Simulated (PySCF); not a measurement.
Job file and geometry (Å, from GFN2-xTB) of an NMR shielding run on `CC([P@@](=C)(C)C[SiH3])C`, C6H17PSi, PySCF, GIAO PBE0/pcSseg-1 NMR shielding, non-relativistic, gas phase; density fitting, a coarse starting grid and PySCF grid level 2 are the driver's defaults:

```
$ OMP_NUM_THREADS=1 python probes_run.py task.json out

{"job": {"kind": "nmr", "xc": "PBE0", "basis": "pcSseg-1"}, "charge": 0, "multiplicity": 1}
C      1.410479     0.384959    -1.955565
P      0.407713     0.463790    -0.583318
C     -0.511013     2.039727    -0.680217
C      1.452345     0.641066     0.900433
Si     2.372464    -0.947293     1.395401
C     -0.927273    -0.775845    -0.019077
C     -1.955830    -0.874967    -1.140482
C     -1.594041    -0.517394     1.324830
H      2.020136    -0.517220    -1.958001
H      0.821746     0.456032    -2.870704
H     -1.174592     2.018161    -1.542727
H     -1.085446     2.235175     0.223068
H      0.227839     2.825583    -0.830977
H      0.845305     1.014849     1.725986
H      2.174601     1.414589     0.631101
H      1.423749    -1.950331     1.890047
H      3.126995    -1.491935     0.271720
H      3.280643    -0.585678     2.487000
H     -0.379074    -1.728835     0.031684
H     -2.574611    -1.763803    -1.026437
H     -2.610286    -0.004732    -1.142125
H     -1.450248    -0.929023    -2.106146
H     -2.107102     0.441974     1.329396
H     -0.870902    -0.531046     2.136966
H     -2.334532    -1.293660     1.517280
```

Q: Write the output of this run.

A: 
```
coarse grid: 20304 points
cycle   1  E = -868.9030986292  dE =  5.856e-01  |g| = 6.315e-01  |ddm| = 4.290e+00
cycle   2  E = -868.8430715907  dE =  6.003e-02  |g| = 7.694e-01  |ddm| = 1.934e+00
cycle   3  E = -869.0050582808  dE = -1.620e-01  |g| = 1.184e-01  |ddm| = 1.368e+00
cycle   4  E = -869.0087088528  dE = -3.651e-03  |g| = 3.464e-02  |ddm| = 2.089e-01
cycle   5  E = -869.0090182810  dE = -3.094e-04  |g| = 6.083e-03  |ddm| = 4.477e-02
cycle   6  E = -869.0090269612  dE = -8.680e-06  |g| = 1.681e-03  |ddm| = 8.842e-03
final grid: 182424 points
cycle   7  E = -869.0583306666  dE = -5.072e-05  |g| = 1.074e-02  |ddm| = 3.832e-02
cycle   8  E = -869.0583202034  dE =  1.046e-05  |g| = 1.259e-02  |ddm| = 2.122e-02
cycle   9  E = -869.0583601486  dE = -3.995e-05  |g| = 4.269e-04  |ddm| = 1.146e-02
cycle  10  E = -869.0583601819  dE = -3.327e-08  |g| = 2.004e-04  |ddm| = 6.218e-04
cycle  11  E = -869.0583601913  dE = -9.389e-09  |g| = 5.513e-05  |ddm| = 2.288e-04
cycle  12  E = -869.0583601920  dE = -6.989e-10  |g| = 1.781e-05  |ddm| = 9.554e-05
converged SCF energy = -869.0583601920

GIAO shielding tensors (ppm)
atom      isotropic    diamagn.    paramagn.     s11        s22        s33       span
  0 C      190.044     257.323     -67.279    182.401    184.777    202.953     20.552
  1 P      318.560     967.863    -649.304    221.931    311.024    422.723    200.792
  2 C      174.432     256.240     -81.809    160.306    170.719    192.270     31.965
  3 C      177.060     261.224     -84.163    155.508    180.731    194.942     39.434
  4 Si     430.581     880.534    -449.953    409.497    417.525    464.721     55.224
  5 C      146.356     257.915    -111.559    128.081    146.240    164.748     36.667
  6 C      170.052     249.393     -79.341    158.900    163.351    187.906     29.006
  7 C      165.645     249.514     -83.869    152.783    158.586    185.564     32.780
  8 H       32.010      33.460      -1.450     25.821     30.090     40.120     14.299
  9 H       31.586      32.517      -0.931     26.089     29.370     39.300     13.211
 10 H       30.319      32.477      -2.158     25.836     28.824     36.297     10.461
 11 H       30.731      33.691      -2.960     25.738     29.677     36.779     11.042
 12 H       30.478      31.426      -0.948     26.388     28.039     37.007     10.619
 13 H       30.644      35.039      -4.395     26.186     29.754     35.993      9.808
 14 H       30.559      32.665      -2.106     25.665     28.573     37.440     11.774
 15 H       27.771      30.442      -2.671     23.384     27.994     31.936      8.551
 16 H       27.677      29.934      -2.258     23.372     27.035     32.624      9.252
 17 H       27.661      28.560      -0.898     23.844     24.856     34.285     10.441
 18 H       30.382      36.738      -6.356     27.082     29.749     34.315      7.234
 19 H       30.615      30.515       0.100     25.847     27.748     38.250     12.403
 20 H       31.253      32.478      -1.225     27.070     30.180     36.510      9.440
 21 H       29.914      32.266      -2.353     24.608     29.825     35.307     10.699
 22 H       30.983      32.962      -1.979     27.063     30.100     35.787      8.725
 23 H       30.463      33.211      -2.748     25.077     30.670     35.643     10.566
 24 H       30.266      30.856      -0.589     25.379     27.443     37.977     12.597
```

Q: Turn these shieldings into chemical shifts. Referencing at the same level of theory: $^{13}$C (186.93 ppm) and $^{29}$Si (349.16 ppm) and $^{1}$H (31.72 ppm) against TMS; $^{31}$P (318.38 ppm) against H3PO4.

A: Averaging equivalent atoms: C 5: 40.6; C 7: 21.3; C 6: 16.9; C 2: 12.5; C 3: 9.9; C 0: -3.1; P 1: -0.2; Si 4: -81.4; H 15/16/17: 4.01; H 18: 1.34; H 10/11/12: 1.21; H 14: 1.16; H 22/23/24: 1.15; H 19/20/21: 1.12; H 13: 1.07; H 8/9: -0.08 ppm. Experimental scales use liquid or dissolved standards, which lie at an offset from isolated H3PO4.

Size and cost of the density-fitted run: 235 basis functions, 52 s wall time on 1 thread of an Arm Neoverse V2, shared host; peak memory 1.1 GiB.
